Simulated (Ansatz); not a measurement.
`[OH][Ti]([F])([F])[Cl]` + NH₃ → `[NH2][Ti]([F])([F])[Cl]` + H₂O at 600 K and 1 bar (ligand exchange at a Ti–O bond).

Computed with Ansatz on PBE0-D4/def2-TZVP structures; ΔE is electronic, products minus reactants. CCSD(T)/CBS is the MP2 limit (def2-TZVPP, def2-QZVPP) plus CCSD(T) − MP2 in def2-TZVPP, frozen cores. This one scheme is used for every species. For Ti outer-core shells are correlated without core-valence functions, which leaves a few kJ/mol of doubt a bond. Scalar relativity is left out up to krypton. One conformer a species, not always the lowest.

| species | CCSD(T)/CBS energy (Eh) | H − E (kJ/mol) | S (J/(mol·K)) |
| --- | --- | --- | --- |
| `[OH][Ti]([F])([F])[Cl]` | -1584.32027 | 103.9 | 431.8 |
| NH₃ | -56.50880 | 112.4 | 219.5 |
| `[NH2][Ti]([F])([F])[Cl]` | -1564.43229 | 138.7 | 438.5 |
| H₂O | -76.37941 | 76.8 | 212.8 |

H − E and S are ideal-gas, rigid-rotor, harmonic terms from PBE0-D4/def2-TZVP, for one conformer and one mirror image of each species. 1 Eh = 2625.50 kJ/mol, R = 8.31446 J/(mol·K).

Q: By hand: ΔE, ΔH, ΔS and ΔG.

A: ΔE = (-1564.43229) + (-76.37941) − (-1584.32027) − (-56.50880) = 0.01737 Eh = 45.6 kJ/mol. Δ(H − E) = 138.7 + 76.8 − 103.9 − 112.4 = -0.8, so ΔH = 44.8 kJ/mol. ΔS = 438.5 + 212.8 − 431.8 − 219.5 = 0.0 J/(mol·K). ΔG = 44.8 − 600 × (0.0)/1000 = 44.8 kJ/mol.

Q: By hand: the equilibrium constant, and the temperature at which ΔG would vanish if ΔH and ΔS stayed fixed.

A: log₁₀ K = −ΔG/(RT ln 10) = -3.9. With ΔH or ΔS at zero there is no such temperature.

The number of gas molecules stays the same, so ΔS is small and ΔH decides. A doubt of 5 kJ/mol in ΔE shifts log₁₀ K by 0.4 here. Other conformers and mirror images would add mixing entropy, several J/(mol·K) or more a flexible species. These are equilibria of isolated gas molecules and say nothing of rates. Largest T1 diagnostic: 0.024 (customary marks: 0.02 for closed shells, 0.045 for open ones).

ΔS is within the doubt of such terms, so its sign, and with it that verdict, could turn.
